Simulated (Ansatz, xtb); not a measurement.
**Relaxing a trial structure of BH5O2Si2**

The starting geometry of this gas-phase singlet was built from a drawn formula by distance geometry and a force field; its bonds are those of `O[Si]1(O)B[SiH2]1`.

```yaml
atoms:
  - { symbol: B, position_ang: [1.4790, 0.7859, 0.1187] }
  - { symbol: O, position_ang: [-1.2219, 0.9049, -1.4116] }
  - { symbol: O, position_ang: [-0.9450, -1.1676, 0.6219] }
  - { symbol: Si, position_ang: [-0.4792, 0.3747, 0.0386] }
  - { symbol: Si, position_ang: [0.1818, 1.7852, 1.3468] }
  - { symbol: H, position_ang: [-2.1557, 1.0572, -1.1605] }
  - { symbol: H, position_ang: [-1.8393, -1.0536, 0.9651] }
  - { symbol: H, position_ang: [2.5859, 0.6034, -0.2497] }
  - { symbol: H, position_ang: [0.3957, 1.4079, 2.7735] }
  - { symbol: H, position_ang: [0.1090, 3.2312, 0.9107] }
```

Q: Predict what it relaxes into with r2SCAN-D4/def2-SVP.

A: A bond breaks, giving a structure given below by its coordinates. Contacts that open: Si4–Si5 (2.03 → 3.06 Å).

The energy falls by 2.04 eV over 32 steps:

```tsv
step	E − E(last) (eV)
1	2.043
4	1.187
8	1.148
11	1.066
15	0.762
18	0.299
22	0.060
25	0.016
29	0.000
32	0.000
```

Final geometry (Å):

```json
{"atom": "B", "x (Å)": "0.7872", "y (Å)": "0.5478", "z (Å)": "1.0273"}
{"atom": "O", "x (Å)": "-1.7773", "y (Å)": "1.2354", "z (Å)": "-0.6335"}
{"atom": "O", "x (Å)": "-1.1786", "y (Å)": "-1.2969", "z (Å)": "-0.6919"}
{"atom": "Si", "x (Å)": "-0.6773", "y (Å)": "0.1535", "z (Å)": "-0.0697"}
{"atom": "Si", "x (Å)": "0.8366", "y (Å)": "2.3649", "z (Å)": "1.4120"}
{"atom": "H", "x (Å)": "-2.4820", "y (Å)": "0.8790", "z (Å)": "-1.1905"}
{"atom": "H", "x (Å)": "-0.6402", "y (Å)": "-2.0656", "z (Å)": "-0.4604"}
{"atom": "H", "x (Å)": "1.5514", "y (Å)": "-0.3067", "z (Å)": "1.3978"}
{"atom": "H", "x (Å)": "1.8514", "y (Å)": "3.0661", "z (Å)": "2.2573"}
{"atom": "H", "x (Å)": "-0.1610", "y (Å)": "3.3519", "z (Å)": "0.9050"}
```

From the same start GFN2-xTB reaches the same bonding as this run.

The end wasn't checked by frequencies. Run with Ansatz 0.2.0, 98 s on 2 threads of Intel(R) Xeon(R) Platinum 8259CL CPU @ 2.50GHz (Skylake/Cascade Lake), on a shared host.
